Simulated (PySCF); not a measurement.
Computed structure and properties of [La(H2O)4]3+

System: [La(H2O)4]3+ (singlet); start: displaced along the imaginary mode (S4). Method: PySCF 2.14.0, RKS PBE0, La lcecp-1-SVP with ECP46, O def2-SVP, H def2-SVP; non-relativistic Hamiltonian with scalar-relativistic core potentials where named; density fitting; no spin-orbit coupling.

Input of the relaxation:

```python
mol = gto.M(atom='''
La     0.00000     0.00000    -0.00000
O      1.40374     1.40168     1.40937
H      1.56742     1.30287     2.40462
H      1.97423     2.18492     1.11250
O     -1.40374    -1.40937     1.40168
H     -1.97423    -1.11250     2.18492
H     -1.56742    -2.40462     1.30287
O      1.40374    -1.40168    -1.40937
H      1.97423    -2.18492    -1.11250
H      1.56742    -1.30287    -2.40462
O     -1.40374     1.40937    -1.40168
H     -1.56742     2.40462    -1.30287
H     -1.97423     1.11250    -2.18492''',
    basis={'La': 'lcecp-1-SVP', 'O': 'def2-SVP', 'H': 'def2-SVP'},
    ecp={'La': 'lcecp-1-SVP'},
    charge=3, spin=0)
mf = dft.RKS(mol, xc='PBE0')
mf.grids.atom_grid = (50, 194)  # f atoms: unpruned, at least (60, 302)
mf = mf.density_fit()  # fitting sets: La AutoAux, O def2-universal-JKFIT, H def2-universal-JKFIT
mf.conv_tol = 1e-08; mf.max_cycle = 55
mf.kernel(dm0)  # dm0: converged density of the start geometry
# quasi-Newton relaxation in Cartesian coordinates to a largest gradient under 0.00045 Eh/bohr, steps kept in the point group
```

Run from Python with OMP_NUM_THREADS=2; the lines above give its settings. Where DIIS fails, smearing, a level shift and second-order steps follow.
It took 120 s on 2 threads of Arm Neoverse V1, with other jobs on the host, from the converged density of the start.

Course of the relaxation:

| step | energy above end (eV) | largest force component within the symmetry (eV/Å) |
| --- | --- | --- |
| 0 | 0.2339 | 1.364 |
| 1 | 0.0283 | 0.143 |
| 2 | 0.0253 | 0.023 |
| 3 | 0.0239 | 0.088 |
| 4 | 0.0212 | 0.148 |
| 5 | 0.0165 | 0.175 |
| 6 | 0.0108 | 0.019 |
| 7 | 0.0084 | 0.079 |
| 10 | 0.0016 | 0.130 |
| 11 | 0.0005 | 0.023 |
| 12 | 0.0003 | 0.054 |
| 13 | 0.0001 | 0.029 |
| 14 | 0.0000 | 0.007 |
| 15 | 0.0000 | 0.007 |
(The steps between are left out.)

Relaxed geometry (S4):

```xyz
13

La    0.0000    0.0000    0.0000
O     1.4593    1.3453    1.4061
H     1.4036    1.5005    2.3746
H     2.2553    1.8573    1.1435
O    -1.4591   -1.4061    1.3454
H    -2.2555   -1.1435    1.8571
H    -1.4036   -2.3746    1.5004
O     1.4593   -1.3453   -1.4061
H     2.2553   -1.8573   -1.1435
H     1.4036   -1.5005   -2.3746
O    -1.4591    1.4061   -1.3454
H    -1.4036    2.3746   -1.5004
H    -2.2555    1.1435   -1.8571
```

```
      contact      Å
 La1–O2 (H2O)  2.432
 La1–O5 (H2O)  2.432
 La1–O8 (H2O)  2.432
La1–O11 (H2O)  2.432
```

On the finer grid (75, 302):

The HOMO is -23.71 eV. The LUMO is -15.10 eV and the dipole about the centre of mass is 0.00 D. The set of Mulliken populations of La1 outside the core potential is s 2.11, p 6.18, d 0.77, f 0.05 and the D3(BJ) dispersion energy (not in the energies) is -0.181 eV.

```tsv
atom	Mulliken (e)	Löwdin (e)	spin (e)
La1	1.89	1.54	0.00
O2	-0.35	-0.02	0.00
H3	0.31	0.19	0.00
H4	0.31	0.19	0.00
O5	-0.35	-0.02	0.00
H6	0.31	0.19	0.00
H7	0.31	0.19	0.00
O8	-0.35	-0.02	0.00
H9	0.31	0.19	0.00
H10	0.31	0.19	0.00
O11	-0.35	-0.02	0.00
H12	0.31	0.19	0.00
H13	0.31	0.19	0.00
```

The large-core potential holds the 4f shell empty.

On the grid (50, 194), as all that follows. Harmonic modes: a minimum within the noise of the softest modes; lowest 31 cm⁻¹ (negative: unstable), highest 3690 cm⁻¹, zero-point energy 2.674 eV.

Taking off one H2O (charge 0, singlet; the rest: singlet) in vacuum, both parts rigid, costs 3.06 eV; the small basis without counterpoise inflates it. Parting with an electron moved from the ligand to the metal can be far cheaper, even downhill.

Rigid scan of H2O along the line from its metal:

(distance to O2 (Å), energy (eV)): (2.13, 0.536), (2.23, 0.205), (2.33, 0.044), (2.43, 0.000), (2.53, 0.034)

One start shape was tried, so this needn't be the lowest isomer.
